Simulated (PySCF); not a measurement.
C₆ coefficients of unlike pairs at UHF

Calculated with PySCF 2.14 from the dipole response of each species, C₆(A,B) = (3/π) ∫ α_A(iu) α_B(iu) du, in atomic units, from isotropic polarisabilities. For ions this is the dispersion term alone; charge-induced terms of lower order in 1/R come first.

```json
{"species": "Kr+", "configuration": "[Ar] 3d10 4s2 4p5 (2P)", "basis": "aug-cc-pVQZ-PP with one added diffuse shell each of s, p, d, f, g type with ECP10MDF (8s7p6d4f3g)", "relativity": "core potential", "α (bohr³)": "10.55", "C₆ (like pair)": "64.37"}
{"species": "S+", "configuration": "[Ne] 3s2 3p3 (4S)", "basis": "dyall-av2z (13s9p2d)", "relativity": "none", "α (bohr³)": "11.03", "C₆ (like pair)": "55.63"}
{"species": "Ta(3+)", "configuration": "[Xe] 4f14 5d2 (3F)", "basis": "def2-TZVPPD with the def2 core potential (60 electrons) (6s5p3d2f1g)", "relativity": "core potential", "α (bohr³)": "6.823", "C₆ (like pair)": "31.43"}
{"species": "Mg(2+)", "configuration": "[Ne] (1S)", "basis": "aug-cc-pVTZ (6s5p3d2f)", "relativity": "none", "α (bohr³)": "0.2541", "C₆ (like pair)": "0.1305"}
```

(1) Estimate C₆ for S+ with Kr+.

No spin-orbit coupling is included.

The other pairs:

```tsv
pair	C₆
Ta(3+), Kr+	44.51
Mg(2+), Ta(3+)	1.851
Ta(3+), S+	40.45
Mg(2+), S+	2.120
Mg(2+), Kr+	2.459
```

Results:

(1) The integral gives 59.40. The combination rule 2 C_A C_B / (C_A α_B/α_A + C_B α_A/α_B) gives 59.43 and the geometric mean 59.84.
